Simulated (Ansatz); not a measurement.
Breaking the Bi1–H2 bond in BiClH2 (SMILES [Cl][BiH2]) (multiplicity 1 held, fragments rigid). Energies count from the point at 1.802 Å.
Geometry at that point (charge 0, multiplicity 1):
```xyz
4

Bi    -0.26736    -0.21428     0.22757
H     -1.65690     0.35548    -0.76888
H     -0.10664    -1.65617    -0.84177
Cl     1.40906     1.12271    -1.01635
```

Signs of static correlation in def2-TZVPP, with CASSCF(2,2), from Ansatz (a first-principles code) runs.

```tsv
R (Å)	T1 of restricted CCSD	⟨S²⟩ of UHF	largest double amplitude of restricted CCSD	weight of the CASSCF reference in MRCISD	CASSCF natural occupations
1.442	0.011	0.000	0.040	0.890	1.98 0.02
1.622	0.011	0.000	0.041	0.889	1.97 0.03
1.802	0.012	0.000	0.042	0.889	1.96 0.04
1.983	0.013	0.000	0.060	0.889	1.94 0.06
2.163	0.015	0.000	0.101	0.889	1.91 0.09
2.433	0.019	?	0.184	0.889	1.85 0.15
2.703	0.025	?	0.267	0.889	1.76 0.24
3.154	0.042	0.929	0.428	0.889	1.55 0.45
3.605	0.060	0.986	0.601	0.890	1.34 0.66
4.145	0.075	1.006	0.772	0.890	1.18 0.82
4.866	0.082	1.011	0.901	0.890	1.07 0.93
5.767	0.081	1.012	0.959	0.890	1.02 0.98
```

Question: What belongs in the gaps?

Answer: 
- 2.433, ⟨S²⟩ of UHF: 0.477
- 2.703, ⟨S²⟩ of UHF: 0.749

Doubts at one or more of the structures used: a restricted determinant that unrestricted orbitals would lower (R-CCSD(T)/def2-TZVPP); other coupled-cluster roots lie near (R-CCSD(T)/def2-TZVPP); T1 above 0.05 (R-CCSD(T)/def2-TZVPP, U-CCSD(T)/def2-TZVPP); a spin-contaminated determinant (U-CCSD(T)/def2-TZVPP).
